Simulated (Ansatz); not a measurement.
`NB1O[SiH2]1` + HCl → `ClB1O[SiH2]1` + NH₃  (ligand exchange at a B–N bond)

Computed with Ansatz on PBE0-D4/def2-TZVP structures; ΔE is electronic, products minus reactants. CBS: MP2 limit from def2 TZ/QZ plus the TZ coupled-cluster correction, frozen cores. This one scheme is used for every species. Functionals use def2-TZVPP. HSE06 is defined as in plane-wave codes. One conformer a species, not always the lowest.

| level | ΔE (kcal/mol) | difference from CCSD(T)/CBS |
| --- | --- | --- |
| B97M-V | 5.0 | -0.3 |
| r2SCAN0-D4 | 6.1 | 0.8 |
| HSE06-D4 | 5.9 | 0.6 |
| CAM-B3LYP-D4 | 7.3 | 2.0 |
| PBE | 5.3 | 0.0 |
| PBE0 | 5.9 | 0.6 |
| CCSD(T)/def2-SVP | 5.6 | 0.3 |
| CCSD(T)/def2-TZVPP | 5.4 | 0.1 |
| MP2/def2-QZVPP | 4.6 | -0.7 |
| HF/CBS(def2) | 7.2 | 1.9 |
| CCSD(T)/CBS | 5.3 | 0 |

Largest T1 diagnostic among the species: 0.015.

Leaving LDA and LC-ωPBE aside and taking each functional with its dispersion term where it has one, the values, not all of them listed here, spread over 2.5 kcal/mol, from revPBE-D4 to CAM-B3LYP-D4. LDA lies +2.7 kcal/mol from PBE without D4. From BLYP to BHLYP (50 % exact exchange), in def2-TZVPP and without D4, ΔE moves by +1.4 kcal/mol.
